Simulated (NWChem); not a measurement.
Everything below was run with NWChem. System: C3H6NO, charge 0, spin multiplicity 2, at a geometry optimised with UB3LYP/def2-SVP. The structure started from a generated list of species. Its SCF solution wasn't tested for a lower state. Level: UBLYP/def2-TZVP.

Job file:

```
start mol
memory heap 200 mb stack 900 mb global 1100 mb
geometry units angstroms nocenter noautoz
  C      0.623270     1.346801     0.000000
  N     -0.242268     0.278400     0.000000
  C     -1.676721     0.518603     0.000000
  C      0.245940    -1.020013     0.000000
  O      1.423476    -1.307738     0.000000
  H      0.209895     2.352625     0.000000
  H      1.688119     1.128503     0.000000
  H     -1.979711     1.087697     0.894378
  H     -2.210061    -0.441983     0.000000
  H     -1.979711     1.087697    -0.894378
  H     -0.575391    -1.773776     0.000000
  symmetry group Cs
end
basis spherical
  * library def2-tzvp
end
dft
  xc becke88 lyp
  odft
  mult 2
  semidirect memsize 60000000 filesize 0
  iterations 100
end
task dft energy
```

Part of the output:

```
             Northwest Computational Chemistry Package (NWChem) 7.3.0
             --------------------------------------------------------

                                NWChem Input Module
                                -------------------

 Scaling coordinates for geometry "geometry" by  1.889725989
 (inverse scale =  0.529177249)

 Turning off AUTOSYM since
 SYMMETRY directive was detected!

                             Geometry "geometry" -> ""
                             -------------------------

 Output coordinates in angstroms (scale by  1.889725989 to convert to a.u.)

  No.       Tag          Charge          X              Y              Z
 ---- ---------------- ---------- -------------- -------------- --------------
    1 C                    6.0000     0.62327000     1.34680100     0.00000000
    2 N                    7.0000    -0.24226800     0.27840000     0.00000000
    3 C                    6.0000    -1.67672100     0.51860300     0.00000000
    4 C                    6.0000     0.24594000    -1.02001300     0.00000000
    5 O                    8.0000     1.42347600    -1.30773800     0.00000000
    6 H                    1.0000     0.20989500     2.35262500     0.00000000
    7 H                    1.0000     1.68811900     1.12850300     0.00000000
    8 H                    1.0000    -1.97971100     1.08769700     0.89437800
    9 H                    1.0000    -2.21006100    -0.44198300     0.00000000
   10 H                    1.0000    -1.97971100     1.08769700    -0.89437800
   11 H                    1.0000    -0.57539100    -1.77377600     0.00000000

 Effective nuclear repulsion energy (a.u.)     172.8473332209

            Nuclear Dipole moment (a.u.)
            ----------------------------
        X                 Y               Z
 ---------------- ---------------- ----------------
     0.0000113384     0.0000094486     0.0000000000

      Symmetry information
      --------------------

 Group name             Cs
 Group number              2
 Group order               2
 No. of unique centers    10

      Symmetry unique atoms

     1    2    3    4    5    6    7    8    9   11


 Summary of "ao basis" -> "" (spherical)
 ------------------------------------------------------------------------------
       Tag                 Description            Shells   Functions and Types
 ---------------- ------------------------------  ------  ---------------------
 *                         def2-tzvp                  on all atoms

                                 NWChem DFT Module
                                 -----------------

 Summary of "ao basis" -> "ao basis" (spherical)
 ------------------------------------------------------------------------------
       Tag                 Description            Shells   Functions and Types
 ---------------- ------------------------------  ------  ---------------------
 C                         def2-tzvp                11       31   5s3p2d1f
 N                         def2-tzvp                11       31   5s3p2d1f
 O                         def2-tzvp                11       31   5s3p2d1f
 H                         def2-tzvp                 4        6   3s1p

 Summary of "ao basis" -> "ao basis" (spherical)
 ------------------------------------------------------------------------------
       Tag                 Description            Shells   Functions and Types
 ---------------- ------------------------------  ------  ---------------------
 C                         def2-tzvp                11       31   5s3p2d1f
 N                         def2-tzvp                11       31   5s3p2d1f
 O                         def2-tzvp                11       31   5s3p2d1f
 H                         def2-tzvp                 4        6   3s1p

      Symmetry analysis of basis
      --------------------------

        a'        131
        a"         60

            General Information
            -------------------
          SCF calculation type: DFT
          Wavefunction type:  spin polarized.
          No. of atoms     :    11
          No. of electrons :    39
           Alpha electrons :    20
            Beta electrons :    19
          Charge           :     0
          Spin multiplicity:     2
          Use of symmetry is: on ; symmetry adaption is: on
          Maximum number of iterations: 100
          AO basis - number of functions:   191
                     number of shells:    79
          Convergence on energy requested:  1.00D-06
          Convergence on density requested:  1.00D-05
          Convergence on gradient requested:  5.00D-04

              XC Information
              --------------
                    Becke 1988 Exchange Functional  1.000
              Lee-Yang-Parr Correlation Functional  1.000

             Grid Information
             ----------------
          Grid used for XC integration:  medium
          Radial quadrature: Mura-Knowles
          Angular quadrature: Lebedev.
          Tag              B.-S. Rad. Rad. Pts. Rad. Cut. Ang. Pts.
          ---              ---------- --------- --------- ---------
          C                   0.70       49          10.0       434
          N                   0.65       49           8.0       434
          O                   0.60       49          11.0       434
          H                   0.35       45          11.0       434
          Grid pruning is: on
          Number of quadrature shells:   470
          Spatial weights used:  Erf1

          Convergence Information
          -----------------------
          Convergence aids based upon iterative change in
[...]
   182     -1.249344  10 H  s               176      1.046788   9 H  s
     5     -1.012420   1 C  s                75      0.938063   3 C  py
   105      0.913154   4 C  px               74      0.619879   3 C  px

                     DFT Final Beta Molecular Orbital Analysis
                     -----------------------------------------

 Vector   17  Occ=1.000000D+00  E=-3.457116D-01  Symmetry=a"
              MO Center=  3.1D-02, -4.5D-01,  4.1D-15, r^2= 3.3D+00
   Bfn.  Coefficient  Atom+Function         Bfn.  Coefficient  Atom+Function
  ----- ------------  ---------------      ----- ------------  ---------------
   132      0.259426   5 O  pz              101      0.250471   4 C  pz
   135      0.206219   5 O  pz              104      0.195320   4 C  pz
    70     -0.175451   3 C  pz               39      0.141322   2 N  pz
   169     -0.122618   8 H  s               181      0.122618  10 H  s
    42      0.118062   2 N  pz               73     -0.115890   3 C  pz

 Vector   18  Occ=1.000000D+00  E=-2.592344D-01  Symmetry=a"
              MO Center=  2.5D-01, -5.6D-02, -3.7D-16, r^2= 2.9D+00
   Bfn.  Coefficient  Atom+Function         Bfn.  Coefficient  Atom+Function
  ----- ------------  ---------------      ----- ------------  ---------------
    39      0.293891   2 N  pz              132     -0.281743   5 O  pz
    42      0.246851   2 N  pz              135     -0.223574   5 O  pz
    45      0.190290   2 N  pz                8      0.168674   1 C  pz
   138     -0.156966   5 O  pz               11      0.134675   1 C  pz
    70     -0.105340   3 C  pz              169     -0.104875   8 H  s

 Vector   19  Occ=1.000000D+00  E=-2.188801D-01  Symmetry=a'
              MO Center=  1.0D+00, -1.2D+00, -8.2D-16, r^2= 1.6D+00
   Bfn.  Coefficient  Atom+Function         Bfn.  Coefficient  Atom+Function
  ----- ------------  ---------------      ----- ------------  ---------------
   131      0.426454   5 O  py              134      0.339127   5 O  py
    36     -0.268508   2 N  s               137      0.254470   5 O  py
   188      0.202840  11 H  s               187      0.154244  11 H  s
    38      0.121923   2 N  py              106      0.120553   4 C  py
   130      0.120432   5 O  px               35     -0.100159   2 N  s

 Vector   20  Occ=0.000000D+00  E=-9.957558D-02  Symmetry=a"
              MO Center=  5.3D-01,  6.3D-01,  1.6D-15, r^2= 3.0D+00
   Bfn.  Coefficient  Atom+Function         Bfn.  Coefficient  Atom+Function
  ----- ------------  ---------------      ----- ------------  ---------------
    14      0.426875   1 C  pz                8      0.337050   1 C  pz
    11      0.285032   1 C  pz              170      0.215924   8 H  s
   182     -0.215924  10 H  s               138      0.188833   5 O  pz
   101     -0.184911   4 C  pz              132      0.185593   5 O  pz
   104     -0.178108   4 C  pz               76     -0.173639   3 C  pz

 Vector   21  Occ=0.000000D+00  E=-3.706931D-03  Symmetry=a"
              MO Center=  2.4D-01, -4.2D-01, -2.1D-14, r^2= 3.4D+00
   Bfn.  Coefficient  Atom+Function         Bfn.  Coefficient  Atom+Function
  ----- ------------  ---------------      ----- ------------  ---------------
   107      0.544709   4 C  pz               45     -0.439606   2 N  pz
   138     -0.345820   5 O  pz              104      0.319687   4 C  pz
   101      0.317327   4 C  pz               14      0.297025   1 C  pz
   170      0.259165   8 H  s               182     -0.259165  10 H  s
   132     -0.257548   5 O  pz               39     -0.254548   2 N  pz

 Vector   22  Occ=0.000000D+00  E= 1.134657D-02  Symmetry=a'
              MO Center= -1.9D+00,  6.4D-01,  2.2D-14, r^2= 6.0D+00
   Bfn.  Coefficient  Atom+Function         Bfn.  Coefficient  Atom+Function
  ----- ------------  ---------------      ----- ------------  ---------------
    67      4.178048   3 C  s               170     -1.708786   8 H  s
   182     -1.708786  10 H  s               176     -1.439152   9 H  s
   158     -0.708665   6 H  s               188     -0.515359  11 H  s
    43      0.463083   2 N  px              106     -0.339555   4 C  py
    36     -0.329948   2 N  s                13      0.319853   1 C  py

   alpha - beta orbital overlaps
   -----------------------------

   alpha      1      2      3      4      5      6      7      8      9     10
    beta      1      2      3      4      5      6      7      8      9     10
 overlap   1.000  1.000  1.000  1.000  1.000  1.000  1.000  0.987  0.987  0.996

   alpha     11     12     13     14     15     16     17     18     19     20
    beta     11     13     12     14     15     16     17     18     19     20
 overlap   0.998  0.997  0.999  0.997  0.991  0.993  0.997  0.991  1.000  0.985

   alpha     21     22     23     24     25     26     27     28     29     30
    beta     21     22     23     24     25     26     27     28     29     31
 overlap   0.993  0.999  0.996  0.986  0.981  0.997  0.999  0.999  0.999  0.994

   alpha     31     32     33     34     35     36     37     38     39     40
    beta     30     32     34     33     35     36     37     38     39     40
 overlap   0.998  0.966  0.966  0.956  0.972  0.993  0.973  0.738  0.739  0.997

   alpha     41     42     43     44     45     46     47     48     49     50
    beta     41     42     43     44     45     47     46     48     49     50
 overlap   0.999  0.995  0.997  0.999  0.972  0.998  0.974  0.996  0.998  0.998

   alpha     51     52     53     54     55     56     57     58     59     60
    beta     51     52     53     54     55     56     57     58     59     61
 overlap   0.997  0.999  0.998  0.999  0.999  0.999  0.998  1.000  0.996  0.996

   alpha     61     62     63     64     65     66     67     68     69     70
    beta     60     62     63     64     65     67     66     68     69     70
 overlap   1.000  1.000  0.997  0.999  0.995  0.994  0.948  0.948  0.998  0.995

   alpha     71     72     73     74     75     76     77     78     79     80
    beta     71     72     73     74     75     76     77     78     79     80
 overlap   0.992  1.000  0.999  0.998  0.952  0.999  0.950  1.000  0.951  0.928

   alpha     81     82     83     84     85     86     87     88     89     90
    beta     81     82     83     84     85     86     87     88     89     90
 overlap   0.992  0.952  0.990  0.994  0.991  0.998  0.998  1.000  1.000  1.000

   alpha     91     92     93     94     95     96     97     98     99    100
    beta     91     92     93     94     95     96     97     98     99    100
 overlap   0.998  1.000  0.999  0.999  0.999  0.999  0.999  1.000  0.996  0.997

   alpha    101    102    103    104    105    106    107    108    109    110
    beta    101    102    103    104    105    106    107    108    109    110
 overlap   0.998  1.000  1.000  1.000  1.000  0.988  0.989  0.997  0.998  0.997

   alpha    111    112    113    114    115    116    117    118    119    120
    beta    111    112    113    114    115    116    117    118    119    120
 overlap   0.999  1.000  0.999  0.999  0.998  0.996  0.999  0.990  0.999  0.987

   alpha    121    122    123    124    125    126    127    128    129    130
    beta    121    122    124    125    123    126    127    128    129    131
 overlap   0.993  0.987  0.772  0.774  0.993  0.997  0.976  1.000  0.973  0.989

   alpha    131    132    133    134    135    136    137    138    139    140
    beta    130    133    132    134    135    137    136    138    139    140
 overlap   1.000  0.991  0.999  0.997  0.971  0.977  0.996  0.997  0.994  0.994

   alpha    141    142    143    144    145    146    147    148    149    150
    beta    141    142    143    144    145    146    147    148    150    149
 overlap   0.997  0.988  0.993  0.998  0.998  0.991  1.000  0.992  1.000  0.999

   alpha    151    152    153    154    155    156    157    158    159    160
    beta    151    152    153    154    155    156    157    158    159    160
 overlap   0.995  0.993  0.997  1.000  0.999  1.000  0.999  0.999  1.000  1.000

   alpha    161    162    163    164    165    166    167    168    169    170
    beta    161    162    163    164    165    166    167    168    169    170
 overlap   1.000  1.000  1.000  1.000  0.999  0.999  0.999  1.000  0.999  1.000

   alpha    171    172    173    174    175    176    177    178    179    180
    beta    171    172    173    174    175    176    177    178    179    180
 overlap   1.000  1.000  1.000  1.000  1.000  1.000  1.000  1.000  1.000  1.000

   alpha    181    182    183    184    185    186    187    188    189    190
    beta    181    182    183    184    185    186    187    188    189    190
 overlap   1.000  1.000  1.000  1.000  1.000  1.000  0.993  0.993  1.000  1.000

   alpha    191
    beta    191
 overlap   1.000

     --------------------------
     Expectation value of S2:
     --------------------------
      <S2> =      0.7535 (Exact =     0.7500)

 center of mass
 --------------
 x =   0.12592824 y =  -0.08934713 z =   0.00000000

 moments of inertia (a.u.)
 ------------------
         285.627503066520         120.609638991761           0.000000000000
         120.609638991761         320.400278818986           0.000000000000
           0.000000000000           0.000000000000         594.512223388684

     Multipole analysis of the density
     ---------------------------------

     L   x y z        total         alpha         beta         nuclear
     -   - - -        -----         -----         ----         -------
     0   0 0 0     -0.000000    -20.000000    -19.000000     39.000000

     1   1 0 0     -1.401706     -1.232593     -0.169124      0.000011
     1   0 1 0      0.723088     -0.384930      1.108008      0.000009
     1   0 0 1     -0.000000     -0.000000     -0.000000      0.000000

     2   2 0 0    -23.793253   -106.409131   -103.547122    186.163000
     2   1 1 0      2.530214     30.779594     32.318514    -60.567894
     2   1 0 1      0.000000      0.000000      0.000000      0.000000
     2   0 2 0    -23.399738    -96.294718    -89.515703    162.410683
     2   0 1 1     -0.000000      0.000000     -0.000000      0.000000
     2   0 0 2    -23.838437    -15.967771    -13.583741      5.713074

 Task  times  cpu:       36.9s     wall:       36.9s

 Total times  cpu:       37.0s     wall:       37.0s
```
